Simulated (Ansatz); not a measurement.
Born–Oppenheimer molecular dynamics of H9NSSi2 (13 atoms, charge 0, multiplicity 1). It starts from a rough guess of a transition structure, not a stationary point.

All numbers below come from UKS PBE/STO-3G (Ansatz 0.2.0).

* ensemble: NVE (velocity Verlet)
* time step: 0.5 fs
* steps asked: 150
* starting velocities drawn for: 600 K
* seed: 854978

First frame:

```xyz
13
Properties=species:S:1:pos:R:3
Si -0.908 -0.064 0.633
S 0.916 0.252 2.347
H -1.193 -1.494 0.742
H -1.919 0.502 1.557
N -0.928 1.264 -0.452
H 1.211 -0.319 0.667
Si 0.852 -1.026 -1.027
H 1.174 1.483 1.932
H -0.438 1.300 -1.330
H -1.659 1.954 -0.394
H 1.449 -2.356 -0.885
H -0.307 -1.265 -1.911
H 1.750 -0.231 -1.880
```

**Question.** How far do the bonds stretch over the last three quarters of this one trajectory? (Pairs bonded in most of those frames.)

**Answer.** 
```
   bond  mean (Å)  spread (Å)  shortest  longest
 Si1–S2     2.189       0.106      2.03     2.32
 Si1–H3     1.467       0.015      1.43     1.50
 Si1–H4     1.481       0.061      1.38     1.58
 Si1–N5     1.791       0.089      1.63     1.90
  S2–H8     1.377       0.057      1.29     1.46
  N5–H9     1.056       0.030      1.01     1.12
 N5–H10     1.057       0.042      0.98     1.14
 H6–Si7     1.485       0.108      1.31     1.63
Si7–H11     1.459       0.026      1.41     1.51
Si7–H12     1.466       0.076      1.34     1.58
Si7–H13     1.459       0.021      1.42     1.50
```

Mean temperature of the second half: 2210 K. The conserved energy stayed within 0.45 meV per atom of its start (net change 0.04 meV per atom), so the integration is sound. The system heated up, since it started high on the potential surface and ran downhill. A run of 0.075 ps of so small a system gives no equilibrium averages. The orbitals stay closed-shell, which can raise the energy where a bond breaks towards radicals; this wasn't checked here. Limits of this set-up: minimal basis.

Run time: 20 min on 1 thread of AMD EPYC (Zen 3), with other jobs on the host, peak memory 0.13 GiB.
